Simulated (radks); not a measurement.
The boron anion B- inside a hard spherical wall (all orbitals vanish at R), configuration held at [He] 2s2 2p2 and not refilled when levels cross. Calculated with a radial shooting solver on a logarithmic mesh with Libxc functionals: non-relativistic Kohn-Sham, r2SCAN, spin-unpolarised, spherical densities, point nucleus; meta-GGA in the generalised Kohn-Sham scheme. Eigenvalues in eV, with the zero of energy where the potential of the charges vanishes at infinity; a dash marks a level that is unbound or too diffuse for the functional's potential to be trusted. A positive occupied level is held by the wall or, in an anion where self-interaction has pushed it up, behind a barrier. The pressure on the wall is -dE/dV.

R (bohr) = 12: E (hartree) -24.61381; kinetic (hartree) 24.526; e(1s) -176.76; e(2s) -3.360; e(2p) 2.443; e(3s, empty) 3.637; e(3p, empty) 4.734; pressure (GPa) 0.0327
R (bohr) = 10: E (hartree) -24.60813; kinetic (hartree) 24.535; e(1s) -176.19; e(2s) -2.902; e(2p) 2.880; e(3s, empty) 4.914; e(3p, empty) 6.517; pressure (GPa) 0.0956
R (bohr) = 8: E (hartree) -24.59459; kinetic (hartree) 24.568; e(1s) -175.19; e(2s) -2.187; e(2p) 3.639; e(3s, empty) 7.409; e(3p, empty) 9.773; pressure (GPa) 0.410
R (bohr) = 5: E (hartree) -24.46462; kinetic (hartree) 24.979; e(1s) -169.91; e(2s) 1.083; e(2p) 7.544; e(3s, empty) 20.837; e(3p, empty) 24.273; pressure (GPa) 12.0
R (bohr) = 4: E (hartree) -24.23479; kinetic (hartree) 25.646; e(1s) -164.18; e(2s) 4.823; e(2p) 11.951; e(3s, empty) 36.061; e(3p, empty) 38.820; pressure (GPa) 56.5
R (bohr) = 3: E (hartree) -23.46248; kinetic (hartree) 27.535; e(1s) -152.01; e(2s) 14.581; e(2p) 22.552; e(3s, empty) 73.931; e(3p, empty) 72.255; pressure (GPa) 366
R (bohr) = 2.5: E (hartree) -22.42064; kinetic (hartree) 29.768; e(1s) -140.98; e(2s) 26.076; e(2p) 33.835; e(3s, empty) 115.96; e(3p, empty) 107.09; pressure (GPa) 1120
R (bohr) = 2: E (hartree) -20.04307; kinetic (hartree) 34.392; e(1s) -123.36; e(2s) 50.627; e(2p) 55.308; e(3s, empty) 199.24; e(3p, empty) 172.64; pressure (GPa) 4250
